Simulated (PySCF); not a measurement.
## Working out the ionisation energy of Cl²⁺

Cl²⁺ [Ne] 3s2 3p3 (4S) → Cl³⁺ [Ne] 3s2 3p2 (3P). All numbers are calculated (PySCF 2.14, the non-relativistic Hamiltonian (point nucleus), in def2-TZVPPD). Frozen: 1s2. Energies in hartree (1 hartree = 27.21139 eV):

```json
{"part": "UHF", "Cl²⁺ (lower)": "-458.214838", "Cl³⁺ (upper)": "-456.783143"}
{"part": "MP2 opposite-spin", "Cl²⁺ (lower)": "-0.180642", "Cl³⁺ (upper)": "-0.170177"}
{"part": "MP2 same-spin", "Cl²⁺ (lower)": "-0.075305", "Cl³⁺ (upper)": "-0.060968"}
```

Problem. What does Hartree-Fock give?

Solution. (-456.783143) − (-458.214838) = 1.431695 hartree = 38.958 eV.

Problem. What do MP2 and SCS-MP2 (6/5 opposite-spin, 1/3 same-spin) give?

Solution. The opposite-spin parts differ by 0.285 eV and the same-spin parts by 0.390 eV. MP2: 38.958 + (0.285) + (0.390) = 39.633 eV. SCS-MP2: 38.958 + 1.2 × (0.285) + (0.390)/3 = 39.430 eV.

A first-order spin-orbit estimate adds -0.102 eV to MP2 (valence and next inner shell), giving 39.531 eV against 39.8 ± 0.11 eV (semi-empirical (NIST evaluation); NIST Atomic Spectra Database, ionization energies).

What remains against the reference includes basis incompleteness, the frozen core and correlation beyond second order.
